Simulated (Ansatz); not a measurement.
Stepwise reaction of `OB(O)[SiH3]` with hydrogen fluoride, as a gas-phase model of exchange steps in deposition or etching. ΔE in kJ/mol.

Isolated molecules relaxed with PBE0-D4/def2-TZVP in Ansatz; ΔE leaves out vibrations. CCSD(T)/CBS adds triple-zeta CCSD(T) − MP2 to the extrapolated MP2 energy (def2 sets, frozen cores). This one scheme is used for every species. Functionals use def2-TZVPP. B3LYP here is the variant with VWN-RPA as its local correlation; programs differ in this. One conformer a species, not always the lowest.

```
step                                   reaction  PBE-D4  B3LYP-D4  ωB97M-V  CCSD(T)/CBS
   1  `OB(O)[SiH3]` + H–F → `OB(F)[SiH3]` + H₂O   -24.5     -25.8    -26.8        -24.0
   2  `OB(F)[SiH3]` + H–F → `FB(F)[SiH3]` + H₂O    -8.9     -12.7    -12.6        -11.0
```

Question: By hand: ΔE of the 2 steps together at CCSD(T)/CBS.

Answer: (-24.0) + (-11.0) = -35.0 kJ/mol, or -17.5 kJ/mol a step.

In ΔE each step is higher than the one before. All are downhill at CCSD(T)/CBS. PBE-D4 differs from CCSD(T)/CBS by -0.5 to 2.1 kJ/mol a step. Isolated molecules leave out the surface, adducts and barriers. Largest T1 diagnostic: 0.014.
